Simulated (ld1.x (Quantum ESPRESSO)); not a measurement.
**vanadium: ultrasoft pseudisation with PBE, scalar-relativistic reference atom.**

* Element: V (Z = 23)
* Generator: ld1.x (Quantum ESPRESSO) 7.5
* Type: ultrasoft
* Functional: PBE
* Relativity: scalar-relativistic
* Frozen core: [Ar]
* Valence charge: 5
* Reference configuration: 3d3 4s2 4p0
* Partial waves: 4s (bound): rcut 2.35, rcutus 2.75 bohr; 4s channel at 1.25 Ry: rcut 2.35, rcutus 2.75 bohr; 4p (bound, empty): rcut 3.25, rcutus 3.75 bohr; 4p channel at 0.85 Ry: rcut 3.25, rcutus 3.75 bohr; 3d (bound): rcut 1.40, rcutus 1.80 bohr; 3d channel at 4.1 Ry: rcut 1.40, rcutus 1.80 bohr
* Local potential: all-electron potential smoothed inside 2.80 bohr (lloc = -1)
* Core correction: a·sin(br)/r model core inside 1.25 bohr
* Augmentation charge: PSQ, inside the norm-conserving radii

Poles of the logarithmic derivatives, all-electron (AE) and pseudo (PS). s: poles at 0.1, 3.1 (AE) and 0.1, 3.0 (PS) Ry. p: poles at 0.6, 3.7 (AE) and 0.6, 3.2 (PS) Ry. d: poles at -0.3, 1.5, 4.7 (AE) and -0.3, 1.6, 4.7 (PS) Ry. Test radius 4.04 bohr.

- Cutoffs needed: 30 Ry and 50 Ry (the cutoffs (Ry, on a coarse ladder) from which the occupation-weighted sum of valence levels, in a spherical-Bessel basis at the reference potential, stays within 10 and 1 mRy of its value at 400 Ry)
- Ghost test: no extra level below or beside the all-electron valence levels (s, p, d, f tested) (spherical-Bessel basis up to 400 Ry, 20 bohr box)
- Largest excitation error: -2276 meV (all-electron minus pseudo) for 3d1 4s0 4p0, out of 7 test configurations
- Lowest eigenvalue of the overlap operator: 0.46 (s channel)
- Density cutoff estimated by the generator: 209 Ry
